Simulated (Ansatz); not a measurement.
Total energies of the cluster KPbBr₃ from Ansatz at PBE0-D4/def2-TZVP, gas phase (1 Eh = 27.2114 eV = 2625.5 kJ/mol). The reference geometry is relaxed at B3LYP-D4/def2-SVP.

```xyz
5

K    -0.412    2.028    0.272
Pb    0.334   -1.645   -0.221
Br   -1.756   -0.675    1.360
Br    2.138    0.180    0.887
Br   -0.304    0.112   -2.299
```

```csv
state,geometry,energy (Eh)
charge 0 singlet,reference,-8514.49302
charge 1 doublet,reference,-8514.16091
charge 0 triplet,relaxed at B3LYP-D4/def2-SVP,-8514.37979
charge 0 quintet,relaxed at B3LYP-D4/def2-SVP,-8514.26468
free K atom (doublet),–,-599.73886
free Pb atom (triplet),–,-192.83692
free Br atom (doublet),–,-2573.81189
```

In the def2 sets Pb takes a core potential; there is no spin–orbit coupling.

(1) Work out the vertical ionisation energy to the doublet.

(2) Which of the charge 0 states is lowest, and how far above it are the others?

(3) What is the binding energy per atom against free atoms?

(1) E(charge 1 doublet) − E(charge 0 singlet) = -8514.16091 − (-8514.49302) = 0.33211 Eh = 9.04 eV. For comparison, −ε of the highest occupied level is 7.37 eV at this level, 1.67 eV less.

(2) The singlet. triplet: -8514.37979 − (-8514.49302) = 0.11323 Eh = 297.3 kJ/mol; quintet: -8514.26468 − (-8514.49302) = 0.22834 Eh = 599.5 kJ/mol. The triplet differs in its bonds from the reference. The quintet differs in its bonds from the reference.

(3) Atoms: 1 × (-599.73886) + 1 × (-192.83692) + 3 × (-2573.81189) = -8514.01145 Eh. Binding: -8514.01145 − (-8514.49302) = 0.48157 Eh = 13.10 eV, or 2.62 eV for each of 5 atoms (no zero-point energy, no counterpoise term).

The structure comes from a short search, and lower isomers may exist.
